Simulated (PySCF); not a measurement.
Frontier orbitals and the lowest excitations

Compound: GaBr (singlet state).
Numbering: `[Ga:1][Br:2]`

Cartesian coordinates in Å at the PBE0-D3(BJ)/def2-SVP level; atoms count from 1:
```
atom  x, y, z in Å
Ga1    1.210   -0.089    0.012
Br2   -1.161    0.002   -0.034
```

Method used: TDDFT wB97X-D/def2-SVPD, vertical, gas phase, core orbitals frozen in the response in PySCF 2.14.0, density-fitted response routines. The wB97X-D/def2-SVPD calculation is non-relativistic and has no spin–orbit coupling, an omission that weighs most on bromine and gallium.

Frontier orbitals with the atoms that hold most of them (Löwdin shares over 4%, at most four atoms):

```csv
orbital,ε (eV),atoms
HOMO-3,-13.33,"Br2 54%, Ga1 46%"
HOMO-2,-10.13,"Br2 91%, Ga1 9%"
HOMO-1,-10.13,"Br2 91%, Ga1 9%"
HOMO,-9.15,"Ga1 58%, Br2 42%"
LUMO,-0.24,"Ga1 82%, Br2 18%"
LUMO+1,-0.24,"Ga1 82%, Br2 18%"
LUMO+2,1.45,"Ga1 85%, Br2 15%"
```

Within 0.005 eV of a neighbour in this list lie HOMO-2/HOMO-1 and LUMO/LUMO+1 (point group found: C∞v).

(1) How does S1 compare with the orbital gap of 8.92 eV?

Answers

(1) S1 is at 4.62 eV (f = 0.074), 4.29 eV below the gap, made of HOMO→LUMO/LUMO+1 (98%). S1/S2 lie within about 0.01 eV of each other. 

Next come S2 at 4.62 eV (f 0.074), HOMO→LUMO/LUMO+1 (98%); S3 at 5.34 eV (f 0.0000), HOMO-2/HOMO-1→LUMO/LUMO+1 (98%); S4 at 5.40 eV (f 0.0000), HOMO-2/HOMO-1→LUMO/LUMO+1 (≥97%); S5 at 5.40 eV (f 0.0000), HOMO-2/HOMO-1→LUMO/LUMO+1 (≥97%).

Orbitals of the list HOMO-3 to LUMO+2 that lie within 0.01 eV of each other are written together with a slash and their weights summed (≥ marks a lower bound); for degenerate orbitals outside that list single weights are arbitrary.

Löwdin shares depend on the basis, the more so with diffuse functions.
